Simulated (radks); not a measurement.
All-electron atom: V in [Ar] 3d3 4s2. Method: scalar-relativistic Kohn-Sham, r2SCAN, spin-unpolarised, spherical densities, finite nucleus; meta-GGA in the generalised Kohn-Sham scheme; Fermi nuclear charge, rms radius 3.6002 fm; computed with a radial shooting solver on a logarithmic mesh with Libxc functionals.

Normalised radial functions P(r) = r R(r), r in bohr:

```
   r/bohr * 3s, o 3p, + 3d (the largest magnitude, 1.12, reaches the edge; | marks zero, & curves that meet)
 0.008475                             &   *
  0.01264                             &    *
  0.01901                             +o     *
  0.02859                             + o     *
  0.04299                             +   o   *
  0.06466                             +    * o
  0.09723                           * |+        o
   0.1462                  *          | +          o
   0.2181               *             |    +     o
    0.328                       *     | o      +
   0.4933               o             |            * +
   0.7418    o                        |                  +       *
    1.116       o                     |                  +  *
    1.678                  o          |        *    +
    2.523                          o  | *      +
    3.763                             &   +
    5.659                             &+
    8.511                             &
```

3s: eigenvalue -72.861 eV, 2 radial nodes at r = 0.0870, 0.379 bohr, <r> = 0.948 bohr, 90 % of the charge inside 1.42 bohr. 3p: eigenvalue -45.523 eV, 1 radial node at r = 0.348 bohr, <r> = 1.02 bohr, 90 % of the charge inside 1.56 bohr. 3d: eigenvalue -5.048 eV, 0 radial nodes, <r> = 1.45 bohr, 90 % of the charge inside 2.59 bohr.
